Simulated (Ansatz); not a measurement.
Reactions of CH₂ClFO, SMILES `OC(F)Cl`.

Gas-phase electronic energies from Ansatz, PBE0-D4/def2-TZVP geometries. CBS: MP2 limit from def2 TZ/QZ plus the TZ coupled-cluster correction, frozen cores. This one scheme is used for every species. DFT in def2-TZVPP. One conformer a species, not always the lowest.

```
                                                   reaction  B2PLYP (kJ/mol)  CCSD/CBS(def2) (kJ/mol)  CCSD(T)/CBS(def2) (kJ/mol)
                       `OC(F)Cl` + CH₃OH → `COC(O)Cl` + H–F               -7                      -15                         -18
                         `OC(F)Cl` + HCl → `OC(Cl)Cl` + H–F               20                       13                           9
`OC(F)Cl` + `FC[SiH3]` → `F[C@@H]([SiH3])[C@@H](F)Cl` + H₂O               -1                      -14                         -16
               `OC(F)Cl` + `N[SiH3]` → `N[SiH2]C(O)F` + HCl              -25                      -31                         -31
```

Largest T1 diagnostic: 0.012, for `N[SiH2]C(O)F`.
